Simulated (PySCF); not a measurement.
Ga(F)(vinyl)(OH) (C2H4FGaO), SMILES C=[CH][Ga]([OH])[F].

Geometry optimised at PBE-D3(BJ)/def2-SVP. The structure was generated by enumeration; whether it is a known compound was not checked. The values are those of a single conformer.

The numbers are results of PBE-D3(BJ)/def2-SVP run with PySCF, not measurements.

Frequencies are harmonic and unscaled.

| mode | ν (cm⁻¹) | IR (km/mol) | Raman (Å⁴/amu) | depolarisation | moving atoms (share of kinetic energy) |
|---|---|---|---|---|---|
| 1 | 67 | 0.0 | 5.4 | 0.75 | C 41 %, H 29 %, F 22 % |
| 2 | 88 | 0.2 | 1.7 | 0.71 | O 29 %, C 27 %, H 16 %, F 15 %, Ga 14 % |
| 3 | 173 | 9.1 | 1.1 | 0.75 | Ga 35 %, H 22 %, O 19 %, F 12 %, C 11 % |
| 4 | 180 | 32.9 | 1.2 | 0.74 | F 45 %, O 30 %, Ga 13 % |
| 5 | 287 | 4.1 | 5.0 | 0.40 | C 60 %, H 19 %, Ga 14 % |
| 6 | 364 | 116.1 | 0.6 | 0.75 | H 91 % |
| 7 | 468 | 23.5 | 10.3 | 0.75 | H 65 %, C 31 % |
| 8 | 561 | 2.4 | 14.7 | 0.07 | C 59 %, H 18 %, O 10 % |
| 9 | 669 | 70.8 | 4.2 | 0.12 | F 62 %, Ga 21 %, O 9 % |
| 10 | 693 | 85.4 | 5.5 | 0.33 | O 64 %, Ga 24 %, F 9 % |
| 11 | 813 | 73.8 | 2.7 | 0.72 | H 90 % |
| 12 | 960 | 25.4 | 0.3 | 0.75 | H 72 %, C 28 % |
| 13 | 969 | 8.4 | 3.7 | 0.60 | H 86 %, C 13 % |
| 14 | 1006 | 14.5 | 0.6 | 0.75 | H 94 % |
| 15 | 1214 | 5.6 | 9.3 | 0.13 | H 72 %, C 27 % |
| 16 | 1370 | 10.2 | 21.8 | 0.47 | H 84 %, C 16 % |
| 17 | 1607 | 6.7 | 6.9 | 0.02 | C 85 %, H 15 % |
| 18 | 3047 | 10.4 | 142.7 | 0.19 | H 95 % |
| 19 | 3094 | 2.8 | 145.5 | 0.32 | H 91 %, C 9 % |
| 20 | 3142 | 3.5 | 87.6 | 0.65 | H 89 %, C 11 % |
| 21 | 3730 | 64.7 | 152.2 | 0.27 | H 94 % |
